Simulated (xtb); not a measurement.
C$_{7}$H$_{7}$O (SMILES COc1c[c]ccc1), doublet, geometry from GFN2-xTB. Base run: xtb with GFN2-xTB.

Geometry (Å):
```xyz
15

C     -2.7162    -0.2392    -0.1963
O     -1.7154     0.6585     0.2184
C     -0.4133     0.2800     0.1039
C      0.5356     1.2237     0.5362
C      1.8476     0.8931     0.4424
C      2.3345    -0.2886    -0.0403
C      1.3898    -1.2160    -0.4655
C      0.0345    -0.9377    -0.3953
H     -3.6617     0.2693    -0.0144
H     -2.6880    -1.1681     0.3828
H     -2.6303    -0.4723    -1.2627
H      0.1869     2.1680     0.9233
H      3.3894    -0.5052    -0.0950
H      1.7186    -2.1684    -0.8568
H     -0.6671    -1.6839    -0.7354
```
Charge 0, spin multiplicity 2.
All else is at xtb's defaults.
Base energy -22.50443 Eh.

Each row names what was changed in the base input (with any setting that the change needs).

| change | ΔE vs base (kJ/mol) | dipole (D) | SCF cycles |
|---|---|---|---|
| base | 0.00 | 2.37 | 11 |
| alpb = hexane | -23.52 | 2.52 | 11 |
| file = coord | 0.00 | 2.37 | 11 |
| etemp = 10000 | -129.2 | 3.05 | 12 |
| etemp = 1000 | 0.00 | 2.37 | 11 |
| acc = 0.0001 | 0.00 | 2.37 | 19 |

ALPB and GBSA are two models with their own fitted parameters for each solvent, which aren't always the measured dielectric constant.
